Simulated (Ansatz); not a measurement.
`[CH3][GaH][B]1CC1`. Charge 0, multiplicity 1.

```xyz
13

C     0.6107    0.2483    2.6403
Ga   -0.6959    0.4534    1.1749
B    -0.3039   -0.0250   -0.7629
C     0.2034    0.3564   -2.1732
C    -0.2966   -1.0460   -1.9247
H     0.1931   -0.3990    3.4164
H     1.5640   -0.1670    2.3134
H     0.7938    1.2220    3.1036
H    -2.1142    1.0250    1.5703
H    -0.4022    1.0229   -2.7808
H     1.2695    0.5082   -2.3173
H     0.4255   -1.8574   -1.9004
H    -1.2472   -1.3419   -2.3596
```

List the harmonic frequencies (cm⁻¹, unscaled) at PBE0-D4/def2-TZVP in Ansatz. (Estimate.)

Computed: 42, 78, 86, 142, 257, 329, 431, 536, 550, 568, 674, 676, 783, 839, 860, 925, 946, 985, 1196, 1218, 1259, 1400, 1429, 1444, 1450, 1922, 3047, 3122, 3123, 3125, 3153, 3187, 3204.

Is this a minimum?

Yes, all 33 modes are real.

Give the ideal-gas thermochemistry at 298.15 K and 1 bar (rigid rotor, harmonic oscillator; point group Cs, symmetry number 1).

Zero-point energy 257.1 kJ/mol; H(298) − E = 281.3 kJ/mol; entropy 378.8 J/(mol·K), of which translation 169.0, rotation 114.2, vibration 95.6; G(298) − E = 168.3 kJ/mol. Modes under 100 cm⁻¹ are hindered rotations or soft bends, so the harmonic entropy is rough.

And at 400, 500, 600, 800 and 1000 K?


```csv
T (K),H − E (kJ/mol),S (J/mol/K),G − E (kJ/mol)
400,295.4,419.3,127.6
500,311.6,455.4,83.9
600,329.7,488.4,36.7
800,370.3,546.6,-67.0
1000,415.4,596.8,-181.5
```

Rotational constants (cm⁻¹)?

0.2872, 0.0488, 0.04675.
